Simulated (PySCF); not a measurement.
How methods differ on the ionisation energy of I

I [Kr] 4d10 5s2 5p5 (2P) → I⁺ [Kr] 4d10 5s2 5p4 (3P), as a difference of total energies. All numbers are calculated (PySCF 2.14, scalar relativity through the core potential, in def2-SVP with the def2 core potential (28 electrons) (4s4p2d, 26 functions)). Correlated levels: valence: 4s2 4p6 4d10 frozen. The calculations carry no spin-orbit coupling.

```json
{"method": "UHF", "ionisation energy (eV)": "9.592"}
{"method": "MN15", "ionisation energy (eV)": "10.371"}
{"method": "PBE", "ionisation energy (eV)": "10.504"}
{"method": "MP2 (valence)", "ionisation energy (eV)": "10.054"}
{"method": "SCS-MP2 (valence)", "ionisation energy (eV)": "10.035"}
{"method": "CCSD (valence)", "ionisation energy (eV)": "10.026"}
{"method": "CCSD(T) (valence)", "ionisation energy (eV)": "10.028"}
```

Problem. How much does correlation contribute at CCSD(T) (valence)?

Solution. 10.028 − (9.592) = 0.436 eV, measured against UHF.

Errors of the correlated levels include the incompleteness of this basis and the frozen core.

For comparison: 10.519 eV (measured; NIST levels, between the centres of gravity of the two terms).
